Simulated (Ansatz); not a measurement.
Geometry optimisation, Ansatz, RHF/def2-SVP.

The input (input.yaml):

```yaml
crystal:
  periodic: [false, false, false]
  atoms:
    - { symbol: Ta, position_ang: [0.0, 0.0, 0.0] }
    - { symbol: F, position_ang: [1.93, 0.0, 0.0] }
    - { symbol: Cl, position_ang: [0.0, 0.0, 2.47] }
    - { symbol: F, position_ang: [0.0, 0.0, -1.93] }
    - { symbol: F, position_ang: [-0.965, 1.6714, 0.0] }
    - { symbol: F, position_ang: [-0.965, -1.6714, 0.0] }
basis:
  gaussian: { orbitals: def2-SVP }
hamiltonian:
  xc: hf
relax:
  f_tol: 0.02
  max_steps: 40
```

Command:

```bash
$ ansatz run input.yaml --threads 1 --pin off --max-ram 2048MiB --backend cpu --events-out ev --progress --plain --runs-dir out
```

Problem. Where does it end, and by what steps?

Solution. The forces met the threshold. After 6 steps the energy has fallen by 0.619 eV; Cl3 moved furthest, 0.10 Å.

```csv
step,energy less start (eV),largest force component (eV/Å),accepted
0,0.0000,2.952,yes
1,-0.4219,2.917,yes
2,-0.6138,0.584,yes
3,-0.6180,0.067,yes
4,-0.6191,0.083,yes
5,-0.6193,0.023,yes
6,-0.6193,0.001,yes
```

```xyz
6
Properties=species:S:1:pos:R:3
Ta 0.000 0.000 0.030
F 1.846 0.000 -0.007
Cl 0.000 0.000 2.373
F 0.000 0.000 -1.842
F -0.923 1.598 -0.007
F -0.923 -1.598 -0.007
```

Whether the end is a true minimum wasn't checked by a vibrational analysis.

The run took 25 s on 1 thread of Arm Neoverse V1, with other jobs on the host, peak memory 0.22 GiB.
